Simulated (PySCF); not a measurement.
Estimate the missing entries of this data sheet.

Species: C₆H₁₈BN.
SMILES: `CCC[B@H-]([NH3+])C(C)C`

Conformer (atom-mapped SMILES and torsion angles): `[CH3:1][CH2:2][CH2:3][B@H-:4]([NH3+:5])[CH:6]([CH3:7])[CH3:8]`: C1–C2–C3–B4 -178°, C2–C3–B4–N5 -65°, C3–B4–C6–C7 54°.

```json
{"property": "point group", "level": "PBE0-D3(BJ)/def2-SVP", "value": "?"}
{"property": "rotational constants A, B, C", "level": "PBE0-D3(BJ)/def2-SVP", "value": "3.520, 0.870, 0.808 GHz"}
{"property": "dipole moment", "level": "CAM-B3LYP/def2-SVPD", "value": "4.13 D"}
{"property": "HOMO energy", "level": "CAM-B3LYP/def2-SVPD", "value": "?"}
{"property": "LUMO energy", "level": "CAM-B3LYP/def2-SVPD", "value": "0.47 eV"}
{"property": "lowest singlet excitation", "level": "TDDFT CAM-B3LYP/def2-SVPD", "value": "6.25 eV (199 nm, f = 0.005)"}
{"property": "strongest line among the 10 lowest singlet transitions", "level": "TDDFT CAM-B3LYP/def2-SVPD", "value": "?"}
{"property": "lowest triplet excitation (Tamm–Dancoff)", "level": "TDA CAM-B3LYP/def2-SVPD", "value": "6.17 eV"}
{"property": "static isotropic polarisability", "level": "CAM-B3LYP/def2-SVPD", "value": "102.6 au"}
{"property": "vertical ionisation energy", "level": "ΔSCF CAM-B3LYP/def2-SVPD", "value": "8.97 eV"}
{"property": "electronic spatial extent ⟨r²⟩ about the centre of nuclear charge", "level": "CAM-B3LYP/def2-SVPD", "value": "1615 bohr²"}
{"property": "13C chemical shifts (computed TMS as zero) by class", "level": "GIAO HF/pcSseg-1", "value": "23.9 (1 C), 23.4 (1 C), 23.1 (1 C), 20.2 (1 C), 18.1 (1 C), 14.9 (1 C) ppm"}
{"property": "1H chemical shifts (computed TMS as zero) by class", "level": "GIAO HF/pcSseg-1", "value": "2.54 (3 H), 1.89 (1 H), 1.23 (1 H), 1.06 (3 H), 0.82 (3 H), 0.63 (3 H), 0.37 (1 H), 0.26 (1 H), 0.19 (1 H), -0.28 (1 H) ppm"}
{"property": "isotropic shieldings of nuclei other than C and H, by class", "level": "GIAO HF/pcSseg-1", "value": "120 (1 B), 236 (1 N) ppm"}
```

Electronic properties: PySCF, gas phase, density fitting. Isolated species at its PBE0-D3(BJ)/def2-SVP geometry (one conformer only). NMR classes are plain means over equivalent atoms (diastereotopic ones count apart unless rotation or inversion swaps them), as if these changed places fast; in this geometry the members of some classes differ.

**Question.** Give the strongest line among the 10 lowest singlet transitions.

**Answer.** S7 at 7.80 eV (159 nm, f = 0.058).

**Question.** What is the point group?

**Answer.** C1.

**Question.** What is the HOMO energy?

**Answer.** -8.41 eV.

With B = h/(8π²I), that is 505.379 GHz u Å² over I, the principal moments of inertia are 143.6, 580.7 and 625.5 u Å² (most abundant isotopes). The ΔSCF ionisation energy exceeds −ε(HOMO) by 0.56 eV with CAM-B3LYP.
